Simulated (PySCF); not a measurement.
**Cr⁺ (chromium, charge +1) across methods**

[Ar] 3d5, high-spin 6S determinant. Computed with PySCF 2.14 in def2-QZVPPD (11s6p5d3f2g, 93 functions), with the non-relativistic Hamiltonian (point nucleus). The B2PLYP total includes its PT2 part (frozen core); its orbital energies are those of the SCF part.

```csv
method,E (hartree),mean ε 3p α (eV),mean ε 3p β (eV),mean ε 3d α (eV),Σ⟨r²⟩ (bohr²),⟨S²⟩
PBE,-1043.957,-53.243,-48.762,-10.987,22.09,8.750
r2SCAN,-1044.172,-54.985,-49.175,-11.066,21.69,8.750
PBE0,-1043.995,-57.307,-51.193,-12.730,21.60,8.750
HSE06,-1044.011,-56.908,-50.835,-12.320,21.64,8.750
LDA,-1041.934,-53.159,-48.896,-11.186,22.04,8.750
wB97X-V,-1044.059,-59.332,-53.866,-15.035,21.66,8.750
B2PLYP,-1043.935,-61.548,-53.568,-14.443,21.30,8.750
UHF,-1043.13881,-68.990,-57.320,-17.658,20.83,8.750
```

Q: Estimate the same row for CAM-B3LYP.

A: E (hartree) = -1044.246; mean ε 3p α (eV) = -58.435; mean ε 3p β (eV) = -52.749; mean ε 3d α (eV) = -14.150; Σ⟨r²⟩ (bohr²) = 21.68; ⟨S²⟩ = 8.750.
